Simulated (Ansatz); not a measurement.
Species: C4H5OSi (charge 0, doublet). It need not be the lowest isomer of its formula. 
Geometry from a B3LYP-D3(BJ)/def2-TZVP (Ansatz, a quantum-chemistry and plane-wave program) optimisation:
```
C
C 1 1.3556
O 2 1.3252 1 115.40
C 3 1.3864 2 105.23 1 0.00
C 4 1.3513 3 109.45 2 0.00
H 4 1.0747 5 134.81 1 -180.00
H 5 1.0780 4 126.00 6 0.00
Si 1 1.8526 2 128.35 3 180.00
H 8 1.4787 1 108.97 2 0.00
H 8 1.4819 9 109.61 1 -120.87
H 8 1.4819 9 109.61 10 -118.27
```
Charge 0, spin multiplicity 2.

Atomisation energy built up term by term with Ansatz (kcal/mol; UHF references for open shells; valence terms freeze the core; atomic spin-orbit terms are left out). CBS(X,Y): correlation extrapolated as X^-3; Hartree-Fock from the larger set.

The UHF reference is spin-contaminated (<S^2> 0.30 over the pure value in the largest basis). 

```
term                                            basis  kcal/mol
-----------------------  ----------------------------  --------
Hartree-Fock                              cc-pV(Q+d)Z    777.40
CCSD correlation         CBS(cc-pV(T+d)Z,cc-pV(Q+d)Z)    275.71
(T)                      CBS(cc-pV(T+d)Z,cc-pV(Q+d)Z)     24.41
core correlation                            cc-pwCVTZ      4.46
scalar relativity (X2C)    cc-pVTZ-DK against cc-pVTZ     -1.56
sum: De                                                  1080.4
```

(T) makes 2.3 % of the CCSD(T) atomisation energy; under 5 % is typical of single-reference molecules.
